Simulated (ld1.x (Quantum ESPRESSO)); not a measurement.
Scattering properties, ultrasoft potential for zinc

| Item | Value |
| --- | --- |
| Element | zinc (Zn) |
| Generator | ld1.x (Quantum ESPRESSO) 7.5 |
| Type | ultrasoft |
| Functional | PBE |
| Relativity | scalar-relativistic |
| Frozen core | [Ar] |
| Valence charge | 12 |
| Reference configuration | 3d9 4s0 4p0 (charge +3) |
| Partial waves | 4s (bound, empty): rcut 1.10, rcutus 1.50 bohr; 4s channel at 0.3 Ry: rcut 1.10, rcutus 1.50 bohr; 4p (bound, empty): rcut 1.75, rcutus 2.35 bohr; 4p channel at -0.6 Ry: rcut 1.75, rcutus 2.35 bohr; 3d (bound): rcut 1.40, rcutus 1.55 bohr; 3d channel at -0.05 Ry: rcut 1.40, rcutus 1.55 bohr |
| Local potential | all-electron potential smoothed inside 2.30 bohr (lloc = -1) |
| Core correction | none |
| Augmentation charge | PSQ, radius 0.80 bohr |

The phase is arctan(r·u′/u) with u = r·R(r), unwrapped; energies in Ry, scanned from -6 to 5 Ry. A pole is an energy at which the radial function vanishes at the test radius. The pseudo phase is shifted by a multiple of π to meet the all-electron one at the reference energy, and phase errors are pseudo minus all-electron; the curves can meet again beyond the range given. Levels narrower than the energy grid can be missing from the lists of poles. Where the grid stepped over a known ghost or core level, its pole and its step of π were put in at the level’s energy.

Question: For each channel, where are the poles, and over which energies does the pseudopotential scatter like the atom?

Answer:

```csv
channel,radius (bohr),reference energy (Ry),"poles, all-electron","poles, pseudo",unbroken range about the reference energy with phases within 0.05 rad,phase error 1 Ry above the reference energy (rad)
s,2.54,-2.61,-1.54,"-3.05, -1.54",above -3.0,+0.001
p,2.54,-1.96,-0.41,-0.41,below 2.4,+0.000
d,2.54,-3.73,"-3.69, 1.59","-3.69, 1.65",below 3.5,+0.003
```

Note: ghost state, extra bound levels that the all-electron valence spectrum of the same l lacks: s at -41.5 eV. A true bound ghost makes a file unfit for plane-wave use.

Phases in the d channel:

| E (Ry) | all-electron | pseudo |
| --- | --- | --- |
| -6.00 | 1.378 | 1.379 |
| -5.74 | 1.371 | 1.372 |
| -5.48 | 1.364 | 1.365 |
| -5.22 | 1.355 | 1.356 |
| -4.96 | 1.345 | 1.346 |
| -4.70 | 1.332 | 1.334 |
| -4.44 | 1.316 | 1.317 |
| -4.18 | 1.289 | 1.290 |
| -3.92 | 1.207 | 1.209 |
| -3.66 | -1.653 | -1.652 |
| -3.40 | -1.801 | -1.799 |
| -3.14 | -1.842 | -1.840 |
| -2.88 | -1.875 | -1.872 |
| -2.62 | -1.909 | -1.906 |
| -2.36 | -1.951 | -1.947 |
| -2.10 | -2.005 | -2.000 |
| -1.84 | -2.079 | -2.073 |
| -1.58 | -2.189 | -2.182 |
| -1.32 | -2.367 | -2.357 |
| -1.06 | -2.679 | -2.667 |
| -0.80 | -3.191 | -3.180 |
| -0.54 | -3.746 | -3.742 |
| -0.28 | -4.113 | -4.113 |
| -0.02 | -4.322 | -4.322 |
| 0.24 | -4.449 | -4.449 |
| 0.50 | -4.533 | -4.532 |
| 0.76 | -4.593 | -4.591 |
| 1.02 | -4.639 | -4.635 |
| 1.28 | -4.676 | -4.671 |
| 1.54 | -4.707 | -4.701 |
| 1.80 | -4.735 | -4.727 |
| 2.06 | -4.761 | -4.751 |
| 2.32 | -4.787 | -4.773 |
| 2.58 | -4.812 | -4.794 |
| 2.84 | -4.839 | -4.816 |
| 3.10 | -4.869 | -4.838 |
| 3.36 | -4.904 | -4.862 |
| 3.62 | -4.947 | -4.889 |
| 3.88 | -5.003 | -4.920 |
| 4.14 | -5.081 | -4.957 |
| 4.40 | -5.203 | -5.003 |
| 4.66 | -5.412 | -5.065 |
| 4.92 | -5.810 | -5.151 |
